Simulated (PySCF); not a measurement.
SMILES Cl[SiH2]C[SiH](C)C (GFN2-xTB optimised geometry):

```
17

Si     0.985    -1.831     0.000
Cl     3.010    -1.831     0.000
C      0.365    -0.043     0.000
Si    -1.530     0.176     0.084
C     -1.939     2.034     0.065
C     -2.337    -0.678    -1.409
H      0.555    -2.545     1.200
H      0.565    -2.548    -1.203
H      0.738     0.461    -0.893
H      0.809     0.485     0.844
H     -2.033    -0.428     1.331
H     -3.010     2.202     0.122
H     -1.484     2.548     0.906
H     -1.582     2.513    -0.843
H     -2.156    -1.748    -1.393
H     -3.412    -0.527    -1.416
H     -1.948    -0.293    -2.348
```

Computed with B3LYP/def2-SVP (PySCF 2.14.0).

### Question
What are the frontier orbital energies and the dipole moment?

### Answer
HOMO-2 -8.47 eV, HOMO-1 -8.29 eV, HOMO -7.87 eV, LUMO 0.54 eV, LUMO+1 1.08 eV; dipole moment 1.92 D.

Meta-Löwdin charges at B3LYP/def2-SVP: Si1 0.70, Cl2 -0.29, C3 -0.65, Si4 0.79, C5 -0.53, C6 -0.54, H7 -0.12, H8 -0.12, H9 0.12, H10 0.12, H11 -0.13, H12 0.11, H13 0.11, H14 0.11, H15 0.11, H16 0.11, H17 0.11.
